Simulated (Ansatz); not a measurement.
Zn₇H₂₀Se₇, relaxed as a singlet with RKS r2SCAN-D4/def2-SVP in Ansatz, starting from a model built from a lattice or polyhedron. Force threshold 0.03 eV/Å.

Single mean-field runs in def2-SVP are fitted with def2-universal-jkfit. In the singlet geometry the species has come apart into loosely held pieces.

Start:

Cartesian coordinates in Å:
```
Zn -2.049 1.931 2.356
Zn 2.044 -3.077 -0.202
Zn 1.613 0.480 1.623
Zn -1.624 -1.610 0.542
Zn -2.984 1.532 -1.503
Zn 0.691 0.110 -2.248
Zn 0.245 3.638 -0.421
Se -0.257 -3.658 0.399
Se -0.711 -0.135 2.276
Se -2.054 3.046 0.183
Se 2.990 -1.512 1.518
Se 2.057 -1.906 -2.392
Se 1.601 1.614 -0.532
Se -1.618 -0.487 -1.615
H -1.473 2.879 3.447
H -3.489 1.555 2.757
H 2.912 -4.327 -0.284
H 2.209 1.420 2.693
H -3.077 -1.969 0.935
H -4.434 1.174 -1.108
H -2.970 2.244 -2.875
H 0.686 0.789 -3.614
H 0.863 4.590 0.642
H 0.265 4.349 -1.809
H -0.255 -4.351 1.747
H -0.803 -4.563 -0.600
H -0.700 -0.789 3.578
H -2.882 4.303 0.292
H 2.999 -2.225 2.835
H 4.386 -1.183 1.123
H 3.464 -1.558 -2.752
H 1.514 -2.870 -3.404
H 3.041 1.970 -0.914
H -2.202 -1.405 -2.673
```

| step | energy (eV) | largest force component (eV/Å) | SCF passes |
| --- | --- | --- | --- |
| 1 | -796598.8874 | 1.523 | 54 |
| 2 | -796601.7183 | 1.413 | 59 |
| 3 | -796603.8057 | 1.025 | 37 |
| 4 | -796604.7071 | 0.939 | 31 |
| 5 | -796605.2502 | 0.509 | 24 |
| 6 | -796605.6831 | 0.356 | 22 |
| 7 | -796606.1027 | 0.520 | 23 |
| 8 | -796606.5443 | 0.451 | 19 |
| 9 | -796607.0553 | 0.294 | 19 |
| 10 | -796607.4981 | 0.243 | 25 |
| 11 | -796607.7425 | 0.496 | 24 |
| 14 | -796607.9383 | 0.144 | 19 |
| 17 | -796608.2302 | 0.330 | 18 |
| 20 | -796608.6554 | 0.362 | 20 |
| 23 | -796609.0928 | 0.341 | 20 |
| 26 | -796609.3931 | 0.172 | 19 |
| 29 | -796609.4720 | 0.196 | 18 |
| 32 | -796609.5321 | 0.327 | 18 |
| 35 | -796609.5580 | 0.402 | 19 |
| 38 | -796609.5744 | 0.065 | 19 |
| 41 | -796609.5830 | 0.059 | 18 |
| 44 | -796609.5857 | 0.032 | 19 |
| 47 | -796609.5867 | 0.019 | 18 |

Force components are those of the run's own axes.

End:

Cartesian coordinates in Å:
```
Zn -1.445 1.336 1.737
Zn 1.828 -3.237 -0.570
Zn 0.946 3.094 2.028
Zn -2.696 -1.020 1.639
Zn -2.398 0.921 -2.374
Zn 0.727 2.164 -2.483
Zn 0.079 3.664 -0.424
Se -0.394 -3.952 0.585
Se -0.081 -0.860 1.836
Se -2.159 2.621 -0.296
Se 3.054 -1.784 1.216
Se 0.941 -1.309 -2.017
Se 1.707 1.596 -0.027
Se -2.329 -1.128 -0.910
H -0.533 2.395 2.612
H -2.892 0.633 2.187
H 2.673 -4.387 -1.191
H 2.079 3.399 3.050
H -3.523 -2.172 2.279
H -3.471 1.115 -3.477
H -0.760 1.372 -2.353
H 1.810 1.870 -3.567
H 0.399 4.452 0.969
H 0.430 3.874 -2.010
H 0.297 -4.410 1.806
H -0.268 -5.317 0.007
H 0.039 -0.662 3.290
H -3.015 3.503 0.519
H 2.689 -2.677 2.329
H 4.326 -2.533 1.028
H 2.250 -1.125 -2.683
H 0.499 -2.248 -3.069
H 2.817 2.507 -0.370
H -3.627 -1.697 -1.296
```

Bonds lost: Zn3–Se9, Zn3–Se11, Zn4–Se8, Zn6–Se12, Zn6–Se14 (atoms count from 1). Bonds formed: Zn3–H15, Zn3–H23, Zn4–H16, Zn6–H21, Zn6–H24 (atoms count from 1). Metal–metal contacts that move far: Zn6–Zn7 4.00 to 2.63 Å, Zn3–Zn7 4.00 to 2.66 Å, Zn1–Zn4 4.00 to 2.67 Å. The end holds 2 separate pieces.

The force fell under the threshold at step 46, but the optimiser went on. No frequencies were taken in this run, so the end may be a saddle point.

Hardware: 4 threads of AMD EPYC 7R13 on a shared host and a share (37 GiB) of an NVIDIA H100 80GB HBM3. Wall time 4.2 min, peak host memory 1.3 GiB.
